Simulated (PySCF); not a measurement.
## Magnetisability: `[S@]1(=O)C=C[C@@H](/C=N/[H])C1`, C₅H₇NOS

Cartesian coordinates in Å; atom numbers follow the order of the lines, from 1:
```xyz
15

N    -1.955   -0.068    1.137
C    -1.693    0.047   -0.080
C    -0.347    0.546   -0.536
C     0.353   -0.621   -1.185
C     1.280   -1.210   -0.459
S     1.533   -0.464    1.183
O     2.930   -0.022    1.233
C     0.532    0.998    0.621
H    -2.876   -0.432    1.367
H    -2.369   -0.220   -0.905
H    -0.509    1.349   -1.265
H     0.047   -0.938   -2.172
H     1.875   -2.060   -0.738
H     1.255    1.753    0.318
H    -0.061    1.351    1.460
```

Theory: GIAO CAM-B3LYP/ANO-RCC-VDZP magnetisability, rotational g tensor and spin-rotation constants, non-relativistic, gas phase in PySCF. Geometry: GFN2-xTB.

**Question.** What are the magnetisability and the molar susceptibility?

**Answer.** Isotropic -1049 × 10⁻³⁰ J/T², or -63.1 × 10⁻⁶ cm³/mol; principal values -1166, -1124, -856 × 10⁻³⁰ J/T², anisotropy 291 × 10⁻³⁰ J/T² (root of half the summed squared differences of the principal values). The susceptibility is in cgs units.

**Question.** Split it along the inertial axes a, b, c into diamagnetic and paramagnetic parts about the centre of mass, with the quadrupole moment.

**Answer.** 
| axis | χ (10⁻⁶ cm³/mol) | diamagnetic (10⁻⁶ cm³/mol) | paramagnetic (10⁻⁶ cm³/mol) | summed x² of all electrons (Å²) | quadrupole Θ (D Å) |
| --- | --- | --- | --- | --- | --- |
| a | -68.0 | -455.9 | 387.9 | 187.0 | -7.00 |
| b | -52.7 | -955.6 | 902.9 | 69.2 | +3.42 |
| c | -68.8 | -1086.9 | 1018.2 | 38.3 | +3.58 |

Anisotropies 2χaa − χbb − χcc = -14.7 and 2χbb − χaa − χcc = +31.5 × 10⁻⁶ cm³/mol. Θ is traceless in Buckingham's convention.

**Question.** And the rotational g tensor?

**Answer.** 
| axis | rotational constant (GHz) | g | nuclear part | electronic part |
| --- | --- | --- | --- | --- |
| a | 3.4798 | -0.0386 | 0.5955 | -0.6341 |
| b | 1.3657 | -0.0290 | 0.5504 | -0.5793 |
| c | 1.1860 | -0.0162 | 0.5511 | -0.5673 |

Asymmetric top; isotopes 12C, 1H, 14N, 16O, 32S; no vibrational averaging.
